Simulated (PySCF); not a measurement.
W(S)2(F)(OH) (FHOS₂W), SMILES [OH][W]([F])(=[S])=[S], multiplicity 1.

Geometry optimised at B3LYP-D3(BJ)/def2-SVP. The geometry has at least one imaginary mode, so it is a saddle point at that level. The spin state was assumed, not searched. The def2 effective core potentials stand for the cores of W; spin–orbit coupling is left out. One conformer was computed; it need not be the lowest.

Level of theory: TDDFT-B3LYP/def2-SVPD run with PySCF.

Vertical excitations.  State labels are in the subgroup Cs.

```json
[
 {"state": "S1", "symmetry": "A'", "energy (eV)": "2.98", "λ (nm)": "416", "f": "0.001", "main pairs": "HOMO→LUMO+1 98 %"},
 {"state": "S2", "symmetry": "A\"", "energy (eV)": "3.10", "λ (nm)": "400", "f": "0.022", "main pairs": "HOMO→LUMO 89 %"},
 {"state": "S3", "symmetry": "A\"", "energy (eV)": "3.71", "λ (nm)": "335", "f": "0.000", "main pairs": "HOMO−1→LUMO 97 %"},
 {"state": "S4", "symmetry": "A'", "energy (eV)": "3.78", "λ (nm)": "328", "f": "0.003", "main pairs": "HOMO−2→LUMO 98 %"},
 {"state": "S5", "symmetry": "A\"", "energy (eV)": "4.03", "λ (nm)": "307", "f": "0.000", "main pairs": "HOMO→LUMO+2 92 %"},
 {"state": "S6", "symmetry": "A\"", "energy (eV)": "4.25", "λ (nm)": "291", "f": "0.005", "main pairs": "HOMO−2→LUMO+1 48 %, HOMO→LUMO+4 47 %"},
 {"state": "S7", "symmetry": "A'", "energy (eV)": "4.27", "λ (nm)": "291", "f": "0.003", "main pairs": "HOMO−1→LUMO+1 60 %, HOMO→LUMO+3 29 %"},
 {"state": "S8", "symmetry": "A'", "energy (eV)": "4.54", "λ (nm)": "273", "f": "0.009", "main pairs": "HOMO→LUMO+3 65 %, HOMO−3→LUMO 19 %, HOMO−1→LUMO+1 15 %"},
 {"state": "S9", "symmetry": "A\"", "energy (eV)": "4.70", "λ (nm)": "264", "f": "0.038", "main pairs": "HOMO→LUMO+4 38 %, HOMO−1→LUMO+2 29 %, HOMO−2→LUMO+1 22 %"},
 {"state": "S10", "symmetry": "A\"", "energy (eV)": "4.80", "λ (nm)": "258", "f": "0.000", "main pairs": "HOMO−3→LUMO+1 94 %"},
 {"state": "T1", "symmetry": "A\"", "energy (eV)": "2.39", "λ (nm)": "518", "f": "0", "main pairs": "HOMO→LUMO 97 %"},
 {"state": "T2", "symmetry": "A'", "energy (eV)": "2.74", "λ (nm)": "452", "f": "0", "main pairs": "HOMO→LUMO+1 97 %"},
 {"state": "T3", "symmetry": "A'", "energy (eV)": "3.30", "λ (nm)": "376", "f": "0", "main pairs": "HOMO−1→LUMO+1 85 %"},
 {"state": "T4", "symmetry": "A\"", "energy (eV)": "3.42", "λ (nm)": "363", "f": "0", "main pairs": "HOMO−1→LUMO 89 %"}
]
```
Triplets are in the Tamm–Dancoff approximation, which puts them higher than full response would, so one can lie above its singlet here.
